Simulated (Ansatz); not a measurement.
Reaction (substitution at a C–N bond): `C[N](C)[AlH][F]` + `[NH2][AlH2]` → `C[NH][AlH2]` + `C[NH][AlH][F]`

Isolated molecules relaxed with PBE0-D4/def2-TZVP in Ansatz; ΔE leaves out vibrations. CBS: MP2 limit from def2 TZ/QZ plus the TZ coupled-cluster correction, frozen cores. This one scheme is used for every species. Functionals use def2-TZVPP. HSE06 is defined as in plane-wave codes. One conformer a species, not always the lowest.

```
             level  ΔE (kcal/mol)  difference from CCSD(T)/CBS
           PBE0-D4            3.5                         -0.3
          HSE06-D4            3.4                         -0.4
           ωB97X-V            3.5                         -0.3
          PBE-QIDH            3.6                         -0.2
            r2SCAN            3.7                         -0.1
              PBE0            3.0                         -0.8
       HF/def2-SVP            1.8                         -2.0
      MP2/def2-SVP            3.6                         -0.2
CCSD(T)/def2-TZVPP            3.8                          0.0
SCS-MP2/def2-QZVPP            3.7                         -0.1
       CCSD(T)/CBS            3.8                            0
```

(1) What do rigid-rotor, harmonic-oscillator terms from PBE0-D4/def2-TZVP frequencies (298.15 K, 1 bar) make of the CCSD(T)/CBS value? (An estimate is asked.)

Largest T1 diagnostic among the species: 0.012.

## Answers

(1) Computed: ΔZPE = +0.6 kcal/mol, ΔH = +4.3 kcal/mol, ΔS = 14 J/(mol·K), ΔG = +3.3 kcal/mol.

Leaving LDA and LC-ωPBE aside and taking each functional with its dispersion term where it has one, the values, not all of them listed here, spread over 0.7 kcal/mol, from B2PLYP to B97M-V. LDA lies +1.4 kcal/mol from PBE without D4. The D4 term adds +0.8 kcal/mol with B3LYP and +0.4 kcal/mol with PBE0; it sums over pairs of atoms, weighted by their polarisabilities, and B3LYP, whose exchange is more repulsive, gets the larger term. In def2-TZVPP, CCSD(T) changes the Hartree–Fock value by +1.5 kcal/mol (the triples alone add +0.3 kcal/mol) and MP2 by +2.0 kcal/mol.

B3LYP here is the variant with VWN-RPA as its local correlation; programs differ in this.
